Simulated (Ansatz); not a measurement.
BFH4N2 (`NB(N)F`), 8 atoms. Total charge 0; spin multiplicity 1. All runs use 2 threads of a server CPU on a shared host. Correlated methods freeze the cores. Open-shell runs search over several starts.

(1) Give the basis size and wall time and peak host memory of each of these runs in Ansatz. UKS ωB97M-V/def2-TZVPP energy of the cation; RKS PBE-D4/def2-TZVPP energy and forces; RKS ωB97M-V/def2-SVP energy; UKS ωB97X-V/def2-TZVPP energy of the cation; RKS PBE0-D4/def2-TZVP frequencies; UKS B3LYP-D4/def2-TZVPP energy of the cation; RHF-MP2/def2-QZVPP energy; RKS HSE06-D4/def2-TZVPP energy; UHF-CCSD(T)/def2-TZVPP energy of the cation; RKS ωB97X-V/def2-TZVPP energy; UKS PBE-D4/def2-TZVPP energy of the cation; direct RPA on PBE orbitals/def2-TZVPP energy. (An estimate is asked.)

## Answers

(1) The calculation gave: Other jobs shared the machine, so times are rough.

| level | job | functions | wall time | peak host memory (GiB) |
| --- | --- | --- | --- | --- |
| RKS PBE-D4/def2-TZVPP | energy and forces | 180 | 1.6 s | 0.18 |
| RKS HSE06-D4/def2-TZVPP | energy | 180 | 1.8 s | 0.34 |
| RKS ωB97M-V/def2-SVP | energy | 76 | 2.2 s | 0.2 |
| UKS B3LYP-D4/def2-TZVPP | energy of the cation | 180 | 2.9 s | 0.38 |
| direct RPA on PBE orbitals/def2-TZVPP | energy | 180 | 2.9 s | 0.37 |
| RKS ωB97X-V/def2-TZVPP | energy | 180 | 3.8 s | 0.41 |
| UKS PBE-D4/def2-TZVPP | energy of the cation | 180 | 4.1 s | 0.36 |
| UKS ωB97M-V/def2-TZVPP | energy of the cation | 180 | 6.5 s | 0.56 |
| UKS ωB97X-V/def2-TZVPP | energy of the cation | 180 | 7 s | 0.52 |
| RHF-MP2/def2-QZVPP | energy | 348 | 13 s | 1.4 |
| RKS PBE0-D4/def2-TZVP | frequencies | 148 | 55 s | 0.27 |
| UHF-CCSD(T)/def2-TZVPP | energy of the cation | 180 | 2.3 min | 4.5 |

B3LYP here is the variant with VWN-RPA as its local correlation; programs differ in this. HSE06 is defined as in plane-wave codes.
